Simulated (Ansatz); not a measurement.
**TiHCl3O (SMILES Cl[Ti](Cl)(Cl)O): the energy to break a bond**

TiHCl3O has 6 atoms, charge 0, and is taken as a singlet. SMILES: `Cl[Ti](Cl)(Cl)O`. The shape was relaxed beforehand at B3LYP/def2-SVP.

```xyz
6

Cl   -1.6384   -0.8242    1.3707
Ti   -0.0815   -0.3512   -0.0953
Cl    1.7717   -1.3599    0.4918
Cl   -0.6971   -0.9772   -2.1027
O     0.1910    1.3687   -0.0888
H     0.4543    2.1437    0.4244
```

Wanted: the dissociation energy of the H6–O5 bond into doublet H and doublet TiCl3O (shapes relaxed at B3LYP/def2-SVP, no zero-point term). 1 Eh = 2625.50 kJ/mol = 27.2114 eV. Totals in Eh; open shells run unrestricted unless said.

```
         level  program       TiHCl3O  doublet H  doublet TiCl3O
   HF/def2-SVP   Ansatz  -2301.974950  -0.499278    -2301.314763
B3LYP/def2-SVP   Ansatz  -2305.610614  -0.501259    -2304.913441
```

Work out the dissociation energy at each level.


1. HF/def2-SVP: (-0.499278) + (-2301.314763) − (-2301.974950) = 0.160909 Eh = 422.5 kJ/mol = 4.38 eV.
2. B3LYP/def2-SVP: (-0.501259) + (-2304.913441) − (-2305.610614) = 0.195914 Eh = 514.4 kJ/mol = 5.33 eV.

The levels span 422 to 514 kJ/mol; no measured value is set beside them. Hartree–Fock lacks the correlation of the bonding electrons, so it comes out low. A bond enthalpy at 298 K also holds the loss of zero-point energy and thermal terms.
